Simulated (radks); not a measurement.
All-electron atom: Si VIII in [He] 2s2 2p3 (the NIST ground configuration). Method: non-relativistic Kohn-Sham, LDA (Slater exchange, Perdew-Wang correlation), spin-unpolarised, spherical densities, point nucleus; computed with a radial shooting solver on a logarithmic mesh with Libxc functionals.

Radial electron density D(r) = 4 pi r^2 rho(r):

```
   r/bohr * D(r) (the largest magnitude, 15.7, reaches the edge; | marks zero)
 0.009901 |     *
  0.01249 |        *
  0.01562 |           *
  0.01954 |                *
  0.02445 |                       *
  0.03083 |                              *
  0.03858 |                                       *
  0.04826 |                                              *
  0.06086 |                                                    *
  0.07614 |                                                      *
  0.09526 |                                                   *
   0.1192 |                                           *
   0.1503 |                                 *
    0.188 |                           *
   0.2352 |                          *
   0.2967 |                               *
   0.3712 |                                  *
   0.4643 |                                *
   0.5809 |                        *
   0.7326 |            *
   0.9166 |    *
    1.147 |*
    1.446 *
    1.809 *
```

D(r) has 2 maxima, at r = 0.0737, 0.389 bohr, and minima at 0.214 bohr, inside which lie 2.23 electrons.
